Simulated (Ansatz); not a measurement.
Input for Ansatz (an electronic-structure program): R-CCSD(T)/cc-pV(Q+d)Z on H2OSi (SMILES O[SiH]), a point of a torsion scan. Files ending in .json are basis or fitting sets from the Basis Set Exchange.

Ansatz 0.2 input:
```yaml
crystal:
  periodic: [false, false, false]
  atoms:
    - {symbol: O, position_ang: [-0.82753632, 0.22649398, 0.23775950]}
    - {symbol: Si, position_ang: [0.66969743, 0.68293844, -0.19249300]}
    - {symbol: H, position_ang: [-1.38149753, -0.44150234, -0.17050273]}
    - {symbol: H, position_ang: [0.93359946, -0.20411611, -1.36829931]}
basis:
  gaussian:
    orbitals: cc-pV_Q+d_Z.json
magnetization: {spin_polarized: false}
correlation: {method: ccsd_t, electrons: outside_noble_gas}
scf: {lower_state_search: off}
```

The log:

```
WARN ansatz: RAYON_NUM_THREADS=1 ignored (pool sized by the plan → 1); use --threads N
Functional definition: HF
these checks for a lower state are left out or cut short: stability, starts, cluster_reference, orbital_swaps, neighbouring_geometries, increment
integrals: 0.60 GiB planned
1086 factors; integrals over basis functions are off by at most 8.2e-4 eV
mean field: 0.40 GiB planned
mean field evaluation 1: about -9930.0619 eV, gradient 3.5e1 eV
mean field evaluation 2: about -9930.0627 eV, gradient 3.5e1 eV
mean field evaluation 4: about -9932.2769 eV, gradient 2.2e0 eV
mean field evaluation 8: about -9932.3002 eV, gradient 1.2e-1 eV
mean field -9932.30033944 eV, -365.0053051193 hartree, gradient 4.6e-6 eV, S^2 0.000000; 0 other end points of the search recorded, 0 dependent functions left out
6 core orbitals not correlated
reference -9932.30033944 eV, -365.0053051193 hartree; 6, 6 occupied and 167, 167 virtual orbitals, 1086 factors
second order -10.17524937 eV of doubles, -0.00000000 eV of singles
coupled cluster: 1.40 GiB planned
cycle   1  -10.25007593 eV  change   -7.5e-2 eV  update   8.0e-2
cycle   2  -10.54586488 eV  change   -3.0e-1 eV  update   2.9e-2
cycle   3  -10.62742558 eV  change   -8.2e-2 eV  update   1.6e-2
cycle   4  -10.61286611 eV  change    1.5e-2 eV  update   4.2e-3
cycle   5  -10.61307541 eV  change   -2.1e-4 eV  update   1.9e-3
cycle   6  -10.61359255 eV  change   -5.2e-4 eV  update   5.3e-4
cycle   7  -10.61326615 eV  change    3.3e-4 eV  update   2.2e-4
cycle   8  -10.61329329 eV  change   -2.7e-5 eV  update   7.4e-5
cycle   9  -10.61332524 eV  change   -3.2e-5 eV  update   2.5e-5
cycle  10  -10.61331482 eV  change    1.0e-5 eV  update   9.1e-6
perturbative correction -0.40195714 eV, -0.0147716524 hartree
Total energy: -9943.31561140 eV, -365.4101088975 hartree
Checks for a lower state left out: stability, starts, cluster_reference, orbital_swaps, neighbouring_geometries, increment
```

The run converged.

Cost: very roughly 14 core-seconds.
